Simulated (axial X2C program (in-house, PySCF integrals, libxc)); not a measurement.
Ω levels of RuCl⁺ from open-shell CI on d6 s0 p(π)0

Calculated with an in-house all-electron X2C program for linear molecules (integrals from PySCF): two-component X2C with atomic mean-field Coulomb and Gaunt terms, basis Ru dyall-v3z, Cl dyall-v3z (cores contracted in-house). Orbitals come from Hartree–Fock averaged over the configuration Ru d6 s0 p(π)0; CI then distributes these electrons over the d, s, p(π) shells of Ru.

R = 2.238 Å (near the minimum of the configuration average).

Lowest levels of this model:

```tsv
Ω	energy (cm⁻¹)	g∥	configuration
4	0	11.98	100% d6
3	412	8.05	100% d6
2	842	4.09	100% d6
1	1289	0.10	100% d6
0	1746	0.00	100% d6
0	1764	0.00	100% d6
3	3661	9.94	100% d6
2	3826	5.95	100% d6
1	3988	2.23	100% d6
0	4083	0.00	100% d6
0	4381	0.00	100% d6
1	4477	5.68	100% d6
2	7495	7.95	100% d6
1	7531	3.98	100% d6
0	7538	0.00	100% d6
4	11861	9.97	100% d6
3	13099	6.00	100% d6
0	13618	0.00	100% d6
2	14214	2.91	100% d6
3	14631	7.98	100% d6
0	15317	0.00	100% d6
0	15633	0.00	100% d6
5	16268	11.97	100% d6
4	17025	8.06	100% d6
6	20253	13.99	100% d6
5	20703	10.10	100% d6
4	20918	6.48	100% d6
5	25070	11.75	100% d6
```

g∥ is the magnitude of 2⟨Lz + ge Sz⟩ for the +Ω component.

From Ω and g∥ of the lowest level, whose 2⟨Lz + ge Sz⟩ is positive, find ⟨Sz⟩ and ⟨Lz⟩ (ge = 2.0023).

Ω = ⟨Lz⟩ + ⟨Sz⟩ = 4 and ⟨Lz⟩ + ge⟨Sz⟩ = 5.990, so ⟨Sz⟩ = 1.99 and ⟨Lz⟩ = 2.01.

Occupations of the active spinors in the lowest level by ω, shell by shell in order of energy: -5/2: 0.00; -3/2: 0.99 0.01 0.00; -1/2: 0.98 0.02 0.00 0.00; 1/2: 0.07 0.93 0.00 0.00; 3/2: 1.00 1.00 0.00; 5/2: 1.00. The leading determinant has weight 0.91 among 419.

This point took 2.2 s on 1 thread of Arm Neoverse N1, on a shared host.

Dynamic correlation is missing, so gaps between terms are too wide and other configurations may lie lower; the lowest level listed is that of this model, not necessarily the ground state. For d shells the ligand-field splittings (σ, π, δ) and their order can be off by a thousand cm⁻¹ or more. At most 4 roots were kept for each Ω > 0 (twice that for Ω = 0) within 3.2 eV of the lowest, so higher up levels can be missing between those listed; levels with Ω > 0 are doubly degenerate and listed once, Ω = 0 levels singly. Some active spinors are only partly of the character that their shell is named for, so the shell names and counts are nominal. States that fill the shells left empty in the average are placed too high.
